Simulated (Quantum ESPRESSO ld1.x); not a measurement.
Task: Xe IX, configuration [Kr] 4d10. All-electron calculation, Dirac Kohn-Sham, BLYP, spin-unpolarised, spherical densities, point nucleus. Program: ld1.x of Quantum ESPRESSO 7.5. Some entries of the table are withheld. Estimate them.

orbital,occ.,eigenvalue (eV),<r> (bohr)
1s1/2,2,-34466.966,0.02665
2s1/2,2,-5457.378,(1)
2p1/2,2,-5134.562,(2)
2p3/2,4,-4809.698,(3)
3s1/2,2,-1204.935,0.3060
3p1/2,2,-1070.734,0.2961
3p3/2,4,-1009.002,0.3077
3d3/2,4,(4),0.2786
3d5/2,6,(5),0.2822
4s1/2,2,-306.810,(6)
4p1/2,2,-259.074,0.7401
4p3/2,4,-246.547,0.7668
4d3/2,4,-168.783,0.8464
4d5/2,6,-166.693,0.8558
5s1/2,0,-114.236,1.573
5p1/2,0,-99.543,1.693
5p3/2,0,-96.927,1.738

Result: 
(1) 2s1/2 <r> (bohr): 0.1142
(2) 2p1/2 <r> (bohr): 0.09619
(3) 2p3/2 <r> (bohr): 0.1020
(4) 3d3/2 eigenvalue (eV): -772.762
(5) 3d5/2 eigenvalue (eV): -759.708
(6) 4s1/2 <r> (bohr): 0.7131
